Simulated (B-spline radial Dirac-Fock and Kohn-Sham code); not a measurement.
## Two-hole binding energies of V⁴⁺

System: the V⁴⁺ ion, [Ar] 3d1, inside a Watson sphere of charge -4 and radius 3 Å (a model of the Madelung potential; inside it an electron's potential energy is raised by 19.2 eV).

Input file task.json (cfg lists n, l and occupation; rrms is the nuclear radius in fm):

```json
{"items": [{
  "Z": 23,
  "q": 4,
  "cfg": [[1, 0, 2], [2, 0, 2], [2, 1, 6], [3, 0, 2], [3, 1, 6], [3, 2, 1]],
  "A": 51,
  "rrms": 3.6002,
  "watson": [-4, 3.0],
  "do": ["binding", "quiet", "double"]
}]}
```

Run with: `python xray_run.py task.json out`

The computed values come from a radial B-spline solver: multi-electron Dirac-Fock with separately optimised hole states, Breit and Lamb-shift corrections added in first order. U is the two-hole binding energy less the two single-hole energies, the effective repulsion of the holes after relaxation. Each two-hole energy is an average over J within one jj subconfiguration.

```
          holes  E(a) (eV)  E(b) (eV)  E(ab) (eV)  U (eV)
           1s⁻²     5519.5     5519.5     11368.3   329.3
   1s⁻¹ 2p1/2⁻¹     5519.5      577.1      6187.5    90.9
   1s⁻¹ 2p3/2⁻¹     5519.5      570.2      6179.2    89.6
   1s⁻¹ 3p1/2⁻¹     5519.5      87.49      5636.9    29.9
   1s⁻¹ 3p3/2⁻¹     5519.5      86.59           ?       ?
           2s⁻²      685.2      685.2      1431.6    61.1
   2s⁻¹ 2p3/2⁻¹      685.2      570.2      1311.3    55.9
2p1/2⁻¹ 2p3/2⁻¹      577.1      570.2      1212.6    65.4
   2s⁻¹ 3p3/2⁻¹      685.2      86.59       799.3    27.4
   2p3/2⁻¹ 3s⁻¹      570.2      120.5       719.1    28.4
2p1/2⁻¹ 3p3/2⁻¹      577.1      86.59       691.6    27.9
        3p1/2⁻²      87.49      87.49       198.2    23.2
3p1/2⁻¹ 3p3/2⁻¹      87.49      86.59       195.9    21.8
        3p3/2⁻²      86.59      86.59       195.4    22.2
```

**Question.** Give the missing two-hole energy and U.

**Answer.** E(ab) = 5635.7 eV and U = 29.7 eV.
